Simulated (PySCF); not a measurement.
**How methods differ on the excitation energy of Mg⁺**

Mg⁺ [Ne] 3s1 (2S) → Mg⁺ [Ne] 3p1 (2P), as a difference of total energies. Computed with PySCF 2.14 in dyall-av2z (14s10p4d, 64 functions), with the non-relativistic Hamiltonian (point nucleus). The calculations carry no spin-orbit coupling.

| method | excitation energy (cm⁻¹) |
| --- | --- |
| UHF | 34671 |
| LDA | 34070 |
| PBE | 32810 |
| PBE0 | 33290 |
| r2SCAN | 32656 |
| LC-wPBE | 34420 |
| BHandHLYP | 34786 |
| M06-L | 29962 |
| B97-3 | 32766 |

For comparison: 35730 cm⁻¹ (measured; NIST levels, between the centres of gravity of the two terms).
